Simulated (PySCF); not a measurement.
Isothiocyanate diacetylene, C5HNS.
Bonds: C1–C2 (triple), C2–C3, C3–C4 (triple), C4–N5, N5–C6 (double), C6–S7 (double). Hydrogens: H8 on C1.

The same species was optimised twice, with GFN2-xTB and with PBE0-D3(BJ)/def2-SVP (PySCF), and the same property calculations (PySCF, gas phase) were run on both structures.

```
  coordinate  GFN2-xTB  PBE0-D3(BJ)/def2-SVP  change
   C2–C3 (Å)     1.348                 1.363  +0.015
   C6=S7 (Å)     1.555                 1.568  +0.013
   C1≡C2 (Å)     1.207                 1.219  +0.012
   C3≡C4 (Å)     1.218                 1.226  +0.008
   C4–N5 (Å)     1.276                 1.283  +0.007
   N5=C6 (Å)     1.195                 1.198  +0.003
C4–N5–C6 (°)     162.2                 179.0   +16.8
N5–C6–S7 (°)     172.6                 179.8    +7.2
C3–C4–N5 (°)     174.5                 180.0    +5.5
C2–C3–C4 (°)     176.7                 180.0    +3.3
C1–C2–C3 (°)     179.6                 179.9    +0.3
```

Rotational constants: A = 341016, B = 605.5, C = 604.4 MHz (GFN2-xTB) against B = 590.3 MHz (linear) (PBE0-D3(BJ)/def2-SVP).

On the GFN2-xTB structure: HOMO (eV) -7.10 [PBE0/pcSseg-1]; LUMO (eV) -2.07 [PBE0/pcSseg-1]; dipole (D) 0.92 [PBE0/pcSseg-1]; GIAO shielding of C1 (ppm) 115.9 [PBE0/pcSseg-1]; GIAO shielding of C2 (ppm) 112.3 [PBE0/pcSseg-1]; GIAO shielding of C3 (ppm) 143.4 [PBE0/pcSseg-1]; GIAO shielding of C4 (ppm) 125.6 [PBE0/pcSseg-1]; GIAO shielding of N5 (ppm) 164.6 [PBE0/pcSseg-1]; GIAO shielding of C6 (ppm) 61.7 [PBE0/pcSseg-1]; GIAO shielding of S7 (ppm) 728.3 [PBE0/pcSseg-1].

Task: What do these properties become on the PBE0-D3(BJ)/def2-SVP structure?

Result: 
```json
{"property": "HOMO (eV)", "level": "PBE0/pcSseg-1", "on GFN2-xTB": "-7.10", "on PBE0-D3(BJ)/def2-SVP": "-7.13", "change": "-0.03"}
{"property": "LUMO (eV)", "level": "PBE0/pcSseg-1", "on GFN2-xTB": "-2.07", "on PBE0-D3(BJ)/def2-SVP": "-2.09", "change": "-0.02"}
{"property": "dipole (D)", "level": "PBE0/pcSseg-1", "on GFN2-xTB": "0.92", "on PBE0-D3(BJ)/def2-SVP": "1.16", "change": "+0.24"}
{"property": "energy, GFN2-xTB geometry as zero (kcal/mol)", "level": "PBE0/pcSseg-1", "on GFN2-xTB": "0.0", "on PBE0-D3(BJ)/def2-SVP": "-1.0", "change": "-1.0"}
{"property": "GIAO shielding of C1 (ppm)", "level": "PBE0/pcSseg-1", "on GFN2-xTB": "115.9", "on PBE0-D3(BJ)/def2-SVP": "114.9", "change": "-1.0"}
{"property": "GIAO shielding of C2 (ppm)", "level": "PBE0/pcSseg-1", "on GFN2-xTB": "112.3", "on PBE0-D3(BJ)/def2-SVP": "111.5", "change": "-0.8"}
{"property": "GIAO shielding of C3 (ppm)", "level": "PBE0/pcSseg-1", "on GFN2-xTB": "143.4", "on PBE0-D3(BJ)/def2-SVP": "143.9", "change": "+0.5"}
{"property": "GIAO shielding of C4 (ppm)", "level": "PBE0/pcSseg-1", "on GFN2-xTB": "125.6", "on PBE0-D3(BJ)/def2-SVP": "125.8", "change": "+0.2"}
{"property": "GIAO shielding of N5 (ppm)", "level": "PBE0/pcSseg-1", "on GFN2-xTB": "164.6", "on PBE0-D3(BJ)/def2-SVP": "163.6", "change": "-1.0"}
{"property": "GIAO shielding of C6 (ppm)", "level": "PBE0/pcSseg-1", "on GFN2-xTB": "61.7", "on PBE0-D3(BJ)/def2-SVP": "65.2", "change": "+3.5"}
{"property": "GIAO shielding of S7 (ppm)", "level": "PBE0/pcSseg-1", "on GFN2-xTB": "728.3", "on PBE0-D3(BJ)/def2-SVP": "731.4", "change": "+3.1"}
```

The heavy atoms differ by 0.108 Å rms after alignment. Among bonds between heavy atoms C2–C3 changes most (+0.015 Å). Changes are differences of the printed values. Neither structure is proved a minimum here.
